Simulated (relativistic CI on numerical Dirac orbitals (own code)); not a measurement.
Magnetism of Mo⁴⁺, 4d2, in a crystal field

Calculated by Dirac-Coulomb-Breit CI, separate exchange-only KLI orbitals for each configuration, model QED (radiative potential, 1s self-energy scaled to tabulated hydrogen-like ionisation energies), valence Slater integrals scaled by 0.9, one configuration in a parametric crystal field (own radial code). With so little scaling, terms lie 10 to 35 % too far apart, which can change the order of excited levels.

Field parameters in Wybourne normalisation: D3d B²₀ = −7Dσ, B⁴₀ = −14Dq − 21Dτ, B⁴₃ = −14√(10/7) Dq; D4h B²₀ = −7Ds, B⁴₀ = 21(Dq − Dt), B⁴₄ = 21√(5/14) Dq; Oh B⁴₀ = 21Dq, B⁴₄ = √(5/14) B⁴₀; Td as Oh with Dq negative (B⁴₀ = 21Dq, B⁴₄ = √(5/14) B⁴₀). The field is a parameter set, without covalency.

S is read from ⟨S²⟩ = S(S + 1).

Powder χT (cm³ K mol⁻¹) by Van Vleck's formula, with temperature-independent terms:

```
                                       Field      2 K      5 K     10 K    20 K    50 K   100 K  200 K  300 K
  D3d, 10Dq = 23200, Dσ = -20, Dτ = 230 cm⁻¹   0.0499   0.0533   0.0589  0.0702   0.104    0.16  0.268  0.363
D3d, 10Dq = 29400, Dσ = -910, Dτ = -370 cm⁻¹   0.0409    0.102    0.205   0.398   0.657   0.735  0.771  0.791
D4h, 10Dq = 14700, Ds = -600, Dt = 1030 cm⁻¹  0.00102  0.00256  0.00512  0.0102  0.0257  0.0552  0.147  0.255
D4h, 10Dq = 35050, Ds = -1050, Dt = 830 cm⁻¹  0.00757   0.0189   0.0373  0.0661   0.116   0.182  0.306  0.418
                       Oh, 10Dq = 30100 cm⁻¹  0.00723   0.0181   0.0361  0.0684   0.119   0.167   0.25  0.331
                       Td, 10Dq = -6400 cm⁻¹    0.509     0.51    0.512   0.515   0.524   0.539   0.57  0.601
                       Td, 10Dq = -7100 cm⁻¹     0.55    0.551    0.553   0.555   0.564   0.578  0.606  0.634
                      Td, 10Dq = -19250 cm⁻¹    0.824    0.824    0.825   0.826   0.829   0.834  0.845  0.856
```

**Question.** For Oh, 10Dq = 30100 cm⁻¹: what effective moment follows at 300 K?

**Answer.** μ_eff = √(8χT) = 1.63 μB. The ground level has S = 1.00; the spin-only moment for S = 1 is 2.83 μB. The difference comes from the orbital moment, spin-orbit mixing of terms and temperature-independent paramagnetism, all larger in this ionic model than in covalent complexes.
